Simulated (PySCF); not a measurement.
# Computed properties of Be(Br)(SMe) (CH₃BeBrS), SMILES C[S][Be][Br]

Be(Br)(SMe) (CH₃BeBrS), SMILES C[S][Be][Br]. Coordinates come from a PBE0-D3(BJ)/def2-SVP optimisation. The values are those of a single conformer. All values are computed for the isolated molecule unless a solvent is named; none is compared with measurement here.

**Structure.** The optimised structure has Cs symmetry. All 15 harmonic modes at PBE0-D3(BJ)/def2-SVP (PySCF) are real, so it is a minimum. With heavy atoms numbered as in [Be:1]([Br:2])[S:3][CH3:4], the shortest bond between them is S3–C4 at 1.835 Å and the longest Be1–Br2 at 1.962 Å.

**Vibrations.** The strongest infrared lines (harmonic, unscaled, degenerate partners summed) lie at 1039 cm⁻¹ (336 km/mol, Be 88 %), 973 cm⁻¹ (26 km/mol, H 82 %, C 15 %), 219 cm⁻¹ (18 km/mol, Be 90 %). The softest mode is at 64 cm⁻¹ and the zero-point energy is 26.3 kcal/mol.

**Electronic structure.** PBE0/def2-TZVPD (PySCF) places the frontier levels at -7.26 and -1.09 eV, a gap of 6.17 eV, and gives a dipole moment of 1.70 D and a mean polarisability of 71.7 bohr³.

**Excitations.** TDDFT-PBE0/def2-SVPD (PySCF) has S1 at 4.64 eV (267 nm, f = 0.000, dark); the most intense of the 10 singlets computed lies at 6.34 eV (f = 0.09). T1 (TDA) is at 4.36 eV. No vertical singlet excitation falls in the visible range (under 3.1 eV).

**NMR.** GIAO shifts at PBE0/pcSseg-1 (PySCF) (non-relativistic, atoms alike by connectivity averaged): ¹³C at 11.0 ppm against TMS; ¹H at 2.4 ppm against TMS. Without spin–orbit terms, shifts of atoms bonded to Cl or Br come out too high.
